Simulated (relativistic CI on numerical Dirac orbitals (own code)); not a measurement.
Computed by Dirac-Coulomb-Breit CI, orbitals from a KLI potential per configuration, model QED, unscaled Slater integrals (own radial code, finite nucleus).

The strongest absorption lines from the ground level of an ion, among the configurations computed and to levels below about 228 eV (vacuum wavelength in Å, gf): 113.04 (0.2), 117.30 (0.24), 119.33 (0.63), 120.10 (1.1), 121.83 (1.8), 123.59 (0.16), 201.47 (0.11), 218.81 (0.13).

Which ion is it?
A. Se XXII
B. Kr XXII
C. Se XVIII
D. Se XX

D. Se XX has 15 electrons and the ground level 3s2 3p3 4S°_3/2; the strongest line goes to 3s2 3p2 3d 4P_5/2. The pattern of lines fixes the number of electrons, and along that sequence the line energies rise steadily with the charge (about as its square where n changes within one kind of shell, about linearly where n is kept but much faster in heavy ions where fine structure, which grows about as Z⁴, sets the gap, and irregularly where shells cross), which fixes Z. Configurations outside the model, such as inner-shell arrays, can give stronger lines. At this charge energies of transitions that change n are usually good to better than 1 %, and those within a shell (Δn = 0) to a few per cent.

LS names give the leading component of a level, which can be under half, so a name can repeat, a term be missing and a line seem to break the LS rules.
